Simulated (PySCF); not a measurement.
SMILES C(CC[OH+]C(=O)C)C (C₆H₁₃O₂ (cation, charge +1)) (GFN2-xTB optimised geometry):

```
21

C     -0.366     2.837     1.267
C      0.172     1.413     1.260
C     -0.279     0.664     0.000
C      0.259    -0.756     0.000
O     -0.159    -1.425    -1.239
C      0.035    -2.970    -1.514
C      1.364    -3.390    -1.101
O     -0.891    -3.451    -2.021
H     -0.036     3.354     2.163
H     -0.007     3.390     0.403
H     -1.453     2.841     1.253
H     -0.185     0.884     2.145
H      1.262     1.436     1.298
H     -1.371     0.651    -0.028
H      0.085     1.196    -0.881
H      1.350    -0.756     0.000
H     -0.116    -1.316     0.861
H     -1.089    -1.182    -1.449
H      1.453    -3.389    -0.014
H      1.538    -4.403    -1.463
H      2.127    -2.722    -1.502
```

Computed with CAM-B3LYP/def2-SVP (PySCF).

Question: What are the frontier orbital energies?

Answer: HOMO-2 -14.95 eV, HOMO-1 -14.62 eV, HOMO -14.47 eV, LUMO -4.72 eV, LUMO+1 -3.03 eV.

On the same geometry PBE/def2-SVP (PySCF) gives HOMO-2 -12.09 eV, HOMO-1 -11.73 eV, HOMO -11.54 eV, LUMO -7.13 eV, LUMO+1 -5.13 eV.

Meta-Löwdin charges at CAM-B3LYP/def2-SVP: C1 -0.28, C2 -0.15, C3 -0.17, C4 0.03, O5 -0.28, C6 0.56, C7 -0.34, O8 -0.23, H9 0.12, H10 0.10, H11 0.10, H12 0.10, H13 0.10, H14 0.10, H15 0.11, H16 0.13, H17 0.12, H18 0.38, H19 0.16, H20 0.18, H21 0.16.
